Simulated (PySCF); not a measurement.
# Electron correlation in Ni⁺ (nickel, charge +1)

[Ar] 3d9, 2D determinant. Computed with PySCF 2.14 in aug-cc-pwCVTZ-DK with one added diffuse shell each of s, p, d, f, g type (11s10p8d5f4g, 152 functions), with scalar relativity by spin-free X2C-1e. Frozen: [Ne]; 17 electrons correlated.

MP2 pair energies summed by pair of shells (mhartree):

| pair | energy | share (%) |
| --- | --- | --- |
| 3d-3d | -406.50 | 46.4 |
| 3p-3d | -285.85 | 32.6 |
| 3p-3p | -74.40 | 8.5 |
| 3s-3d | -64.41 | 7.4 |
| 3s-3p | -38.95 | 4.4 |
| 3s-3s | -5.63 | 0.6 |

Total MP2 correlation energy: -875.73 mhartree.

Same-spin part -283.16 and opposite-spin part -592.58 mhartree; SCS-MP2 scales them by 1/3 and 6/5 to -805.48 mhartree.
